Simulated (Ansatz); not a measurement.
Cost and result for the atomization energy of C4H10Si, SMILES `C=CCC[SiH3]` (15 atoms, 14 bonds).

Z-matrix (Å, degrees):
```
C
C 1 1.493
C 1 1.533 2 112.7
H 1 1.097 2 109.2 3 -121.3
H 1 1.095 2 109.2 3 122.5
C 2 1.325 1 125.0 3 -119.9
H 2 1.090 1 116.0 3 58.9
Si 3 1.882 1 114.4 2 60.3
H 3 1.095 1 109.7 2 -178.2
H 3 1.096 1 110.2 2 -61.9
H 6 1.084 2 121.7 1 179.2
H 6 1.086 2 121.3 1 -0.8
H 8 1.489 3 110.0 1 47.7
H 8 1.486 3 112.2 1 -73.2
H 8 1.489 3 109.4 1 166.8
```

Total charge 0; spin multiplicity 1. All single points use the PBE0-D4/def2-TZVP geometry. It is one conformer, not always the lowest. Program: Ansatz. All runs use 4 threads of an Arm Neoverse V2 on a shared host. Times are those of one run each, without the atoms' runs, and a repeat can differ threefold. Electronic energies, without spin–orbit coupling; frozen cores. CCSD(T)/CBS adds CCSD(T) − MP2 in def2-TZVPP to the MP2 limit, and its time is that of the two runs behind it. T1 = 0.010. B3LYP takes the VWN-RPA correlation (the form of Gaussian; ORCA's B3LYP/G).

CCSD(T)/CBS is a level of theory with its own doubt, some kJ/mol a heavy atom from the limit and from the frozen cores, so smaller differences don't rank the functionals.

```json
{"level": "PBE-D4/def2-TZVPP (with forces)", "functions": "306", "wall time": "3 s", "atomization (kJ/mol)": "5773.9", "difference from CCSD(T)/CBS": "73.5", "per bond": "5.3"}
{"level": "PBE0-D4/def2-TZVPP", "functions": "306", "wall time": "3.6 s", "atomization (kJ/mol)": "5720.2", "difference from CCSD(T)/CBS": "19.8", "per bond": "1.4"}
{"level": "r2SCAN-D4/def2-TZVPP (with forces)", "functions": "306", "wall time": "6 s", "atomization (kJ/mol)": "5708.3", "difference from CCSD(T)/CBS": "7.9", "per bond": "0.6"}
{"level": "B3LYP-D4/def2-TZVPP (with forces)", "functions": "306", "wall time": "6 s", "atomization (kJ/mol)": "5710.1", "difference from CCSD(T)/CBS": "9.7", "per bond": "0.7"}
{"level": "B2PLYP/def2-TZVPP", "functions": "306", "wall time": "7 s", "atomization (kJ/mol)": "5645.8", "difference from CCSD(T)/CBS": "-54.6", "per bond": "-3.9"}
{"level": "ωB97X-V/def2-TZVPP", "functions": "306", "wall time": "9.5 s", "atomization (kJ/mol)": "5712.4", "difference from CCSD(T)/CBS": "12.0", "per bond": "0.9"}
{"level": "ωB97M-V/def2-TZVPP (with forces)", "functions": "306", "wall time": "14 s", "atomization (kJ/mol)": "5714.4", "difference from CCSD(T)/CBS": "14.0", "per bond": "1.0"}
{"level": "MP2/def2-QZVPP", "functions": "598", "wall time": "36 s", "atomization (kJ/mol)": "5684.8", "difference from CCSD(T)/CBS": "-15.6", "per bond": "-1.1"}
{"level": "CCSD(T)/def2-TZVPP", "functions": "306", "wall time": "14 min", "atomization (kJ/mol)": "5578.8", "difference from CCSD(T)/CBS": "-121.6", "per bond": "-8.7"}
{"level": "CCSD(T)/CBS(def2)", "functions": "–", "wall time": "15 min", "atomization (kJ/mol)": "5700.4", "difference from CCSD(T)/CBS": "0.0", "per bond": "0.0"}
```

In def2-TZVPP, CCSD(T) changes the Hartree–Fock value by +1242.4 kJ/mol (the triples alone add +65.7 kJ/mol) and MP2 by +1276.8 kJ/mol; breaking electron pairs costs correlation energy, which Hartree–Fock lacks. The D4 term adds +49.3 kJ/mol with B3LYP and +26.3 kJ/mol with PBE0; it sums over pairs of atoms, weighted by their polarisabilities, and B3LYP, whose exchange is more repulsive, gets the larger term. From PBE to PBE0 (25 % exact exchange), in def2-TZVPP and without D4, the atomization energy moves by −49.1 kJ/mol: exact exchange takes away binding that semilocal exchange gives to molecules.
